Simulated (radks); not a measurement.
Results of a calculation; reference values are marked as such.
Isoelectronic series with 2 electrons, all held in the configuration [He], which need not be the ground one along the series. Level of theory: scalar-relativistic Kohn-Sham, PBEsol, spin-unpolarised, spherical densities, finite nucleus; Fermi nuclear charge, rms radius of each element as measured or else 0.836 A^(1/3) + 0.57 fm (a radial shooting solver on a logarithmic mesh with Libxc functionals). Total energies (hartree) and orbital eigenvalues (hartree):

| ion | E (hartree) | 1s |
|---|---|---|
| He | -2.85786 | -0.56958 |
| Ne8+ | -93.67041 | -41.64610 |
| Ar16+ | -313.57112 | -147.2255 |
| Fe24+ | -664.89151 | -318.4399 |
| Se32+ | -1151.45055 | -557.1606 |
| Mo40+ | -1778.77588 | -866.1080 |
| Sn48+ | -2554.43259 | -1249.013 |
| Ce56+ | -3488.5174 | -1710.860 |
| Dy64+ | -4594.3495 | -2258.228 |
| W72+ | -5889.7182 | -2899.905 |
| Pb80+ | -7398.3645 | -3647.616 |
